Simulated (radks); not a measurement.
The numbers below are computed, except where a source is named.
Excited configurations of the indium ion In23+: one electron is placed in a higher orbital outside [Ar] 3d7. The ground configuration is [Ar] 3d8. Code: a radial shooting solver on a logarithmic mesh with Libxc functionals. Model: Dirac Kohn-Sham, PBE, spin-unpolarised, spherical densities, point nucleus; open shells fill j = l - 1/2 first. Excitation = E - E(ground); binding = E(ion) - E, where the ion is the core of charge +24; n* = 24/sqrt(2 binding) in atomic units. These energies are relativistic, and a one-electron ion of charge +24 with no core already has n* below n in this formula (Dirac formula, point nucleus: 4p1/2 3.987, 4d3/2 3.995, 4f5/2 3.998, 5p1/2 4.987, 5f5/2 4.997, 6d3/2 5.994, 6f5/2 5.997, 7s1/2 6.986, 7d3/2 6.994, 7f5/2 6.997). The quantum defect is therefore taken as that value minus n*, so that it holds no relativistic shift of the bare ion.

| outer orbital | excitation (eV) | binding (eV) | quantum defect | eigenvalue (eV) |
|---|---|---|---|---|
| 4p1/2 | 508.70 | 676.42 | 0.584 | -660.18 |
| 4d3/2 | 591.06 | 594.06 | 0.363 | -578.11 |
| 4f5/2 | 666.69 | 518.43 | 0.110 | -501.46 |
| 5p1/2 | 782.87 | 402.25 | 0.573 | -394.22 |
| 5f5/2 | 854.24 | 330.88 | 0.130 | -322.97 |
| 6d3/2 | 938.58 | 246.54 | 0.356 | -241.62 |
| 6f5/2 | 956.39 | 228.73 | 0.143 | -223.73 |
| 7s1/2 | 987.85 | 197.27 | 0.683 | -193.67 |
| 7d3/2 | 1007.0 | 178.12 | 0.361 | -174.70 |
| 7f5/2 | 1017.7 | 167.44 | 0.155 | -164.07 |

The Delta-SCF ionisation energy is 1185.1 eV (NIST Atomic Spectra Database: 1181 eV, theoretical). Self-interaction in the functional shifts the binding energies and quantum defects, so they are the method's values and not measured ones. Spin polarisation and multiplet splitting are left out, so open shells lie too high by an amount that depends on their filling.

Beside tabulated values, note that spin-unpolarised runs miss the spin-polarisation part of the exchange energy of open shells.
